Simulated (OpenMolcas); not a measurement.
## Predicting a hybrid from its neighbours: BSiH3OF2

BSiH3OF2 has 8 atoms, charge 0, and is taken as a singlet. As SMILES, `FB(F)O[SiH3]`. The shape is that of a PBE0-D4/def2-TZVP optimisation.

The HOMO–LUMO gap y, in eV, basis cc-pVDZ; a is the functional's share of exact exchange. Programs: OpenMolcas 26.06.

```
functional     program     a  y (eV)
    r2SCAN  OpenMolcas     0    8.24
      BLYP  OpenMolcas     0    7.45
     B3LYP  OpenMolcas   0.2    9.35
      PBE0  OpenMolcas  0.25       ?
     BHLYP  OpenMolcas   0.5   12.13
```

Q: Fit y = c + s·a to the known rows and predict PBE0.

A: 
1. Means of the 4 rows: a = 0.1750, y = 9.293.
2. Σ(Δa)² = 0.1675, Σ(Δa·Δy) = 1.4303, so the slope is 1.4303/0.1675 = 8.5391.
3. Intercept: 9.293 − (8.5391) × 0.1750 = 7.799. The largest residual of the fit is 0.44.
4. PBE0: 7.799 + (8.5391) × 0.25 = 9.93 eV.

The run gave 9.80 eV, so the prediction is off by +0.13 eV, within the largest residual. Exact exchange lowers occupied levels and raises empty ones. The rows mix families of semi-local functionals, which the line can't see.
